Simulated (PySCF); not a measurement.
BeClF.

```xyz
3

Be     0.0000     0.0000    -0.6125
F      0.0000     0.0000    -1.9973
Cl     0.0000     0.0000     1.2015
```
Charge 0, spin multiplicity 1.

The structure is a stationary point at PBE-D3(BJ)/def2-TZVP.

All values below come from HF/pcSseg-2 run with PySCF. Non-relativistic, no solvent.

Computed absolute GIAO shielding of each atom: isotropic value and principal components (ppm):
```
atom  σ(iso)     σ11     σ22     σ33   span
----  ------  ------  ------  ------  -----
Be1    107.7    79.5    79.5   163.9   84.4
F2     379.7   327.3   327.3   484.4  157.1
Cl3   1050.1  1000.3  1000.3  1149.9  149.6
```
